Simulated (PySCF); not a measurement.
Compound: C7H8F (doublet state).
Geometry (GFN2-xTB, Å), atoms numbered from 1 in this order:
```
atom  x, y, z in Å
C1    -1.9074   -0.4354   -0.5719
C2    -0.8035   -0.1008    0.4588
C3     0.2307   -1.1761    0.4790
C4     1.5395   -0.9483    0.2061
C5     2.0159    0.3380   -0.0880
C6     1.0984    1.3956   -0.0820
F7     1.5711    2.6371   -0.3511
C8    -0.2218    1.2430    0.1801
H9    -2.6835    0.3252   -0.5539
H10   -1.4793   -0.4759   -1.5702
H11   -2.3542   -1.3995   -0.3431
H12   -1.3075   -0.0728    1.4405
H13   -0.1183   -2.1724    0.7041
H14    2.2424   -1.7689    0.2170
H15    3.0527    0.5254   -0.3072
H16   -0.8829    2.0948    0.1705
```

As a line formula: `[CH]1C=C[C@@H](C=C1F)C` [radical].

Method used: PySCF, UKS B3LYP, pcH-1 on C F H, non-relativistic, mean-field spin-orbit, GIAO. Isolated species at its GFN2-xTB geometry, gas phase. Couplings are sensitive to structure, and on GFN2-xTB geometries they can be far from those on DFT ones. Stability of the SCF solution: not tested. ⟨S²⟩ is 0.784 where a pure state has 0.75.

Problem. Where do the isotropic ENDOR lines of F7, H12, H15, H13, H16, H14 and H9/H10/H11 fall at 349.0 mT, to first order?

Solution. For S = 1/2 in fast tumbling each set of equivalent nuclei gives two lines, ν± = |νn ± a/2| to first order, with νn = g_N μN B/h and μN/h = 7.62259 MHz/T.

```tsv
nuclei	isotope	g_N	νn (MHz)	a_iso (MHz)	lower line (MHz)	upper line (MHz)
F7	19F	5.2577	13.99	-25.75	1.11	26.86
H12	1H	5.5857	14.86	140.08	55.18	84.90
H15	1H	5.5857	14.86	-36.26	3.27	32.99
H13	1H	5.5857	14.86	-27.49	1.12	28.60
H16	1H	5.5857	14.86	-27.27	1.22	28.50
H14	1H	5.5857	14.86	9.73	9.99	19.73
H9/H10/H11	1H	5.5857	14.86	-1.67	14.03	15.69
```

Problem. Which pairs are centred on the nuclear Larmor frequency, and which on half the coupling?

Solution. Centred on νn, since |a| < 2νn: F7, H13, H16, H14 and H9/H10/H11. Centred on |a|/2 and split by 2νn: H12 and H15.

Problem. At what field would the lower line of H16 fall to zero frequency?

Solution. Where νn = |a|/2, that is B = 13.64 MHz/(5.5857 × 7.62259 MHz/T) = 320 mT, as far as first order holds there.

Nuclei that the bonding pattern makes equivalent are averaged, as if the motion that swaps them (rotation, inversion, ring flip) were fast.
